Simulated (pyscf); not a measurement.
`[BH2][CH]=[CH2]` → `[BH]1[CH2][CH2]1` (rearrangement; singlet surface; B–H broken, B–C, C–H formed). Single points on ωB97X-D3(BJ)/def2-SVP structures (PySCF, gas phase). MP2 and CC: frozen core, UHF for open shells. ΔMP2 is the change of the MP2 total energy from the triple- to the quadruple-zeta basis. Energies in kcal/mol from the reactant's lowest minimum found.

```
level                             barrier  reaction energy
--------------------------------  -------  ---------------
ωB97X-D3(BJ)/def2-TZVP               47.0             +9.3
PBE/def2-TZVP                        38.5             +8.2
B3LYP-D3(BJ)/def2-TZVP               48.2            +13.5
M06-2X/def2-TZVP                     44.9             +8.5
MP2/def2-QZVPP                       47.9            +10.7
CCSD/def2-TZVPP                      51.0            +12.9
CCSD(T)/def2-TZVPP + ΔMP2(QZVPP)     48.6            +12.9
```

Of the functionals in the table, B3LYP-D3(BJ) is closest to CCSD(T)/def2-TZVPP + ΔMP2(QZVPP) in the barrier (0.4 kcal/mol apart) and PBE least close (10.1 kcal/mol); that level has limits of its own. This is the saddle that the search found; another between the same sides may lie lower. The CCSD(T) − MP2 part came from Ansatz, without density fitting, on the same reference.
